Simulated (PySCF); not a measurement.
Input for PySCF: R-B3LYP/6-311+G** on CH4O (SMILES CO).

```python
from pyscf import gto, scf, dft, mp
from pyscf.data.elements import chemcore

mol = gto.M(
    atom='''
    C     0.49150523    0.49284819    3.92032735
    O    -0.19882038   -0.53588589    3.23757606
    H     1.40132999    0.80595215    3.39279993
    H     0.78278019    0.10209092    4.89568947
    H    -0.13485008    1.37902381    4.08010785
    H    -0.44901374   -0.20689050    2.35926656
    ''',
    basis='6-311+g**',
    charge=0, spin=0, verbose=3, max_memory=1800)
mf = dft.RKS(mol, xc='b3lyp')
mf.conv_tol = 1e-8
mf.max_cycle = 100
mf.kernel()
if not mf.converged:
    mf = mf.newton().run(mf.mo_coeff, mf.mo_occ)
```

It printed:

```
converged SCF energy = -115.76478457817
```

The run converged.

Cost: around 2.1 core-seconds (rough).
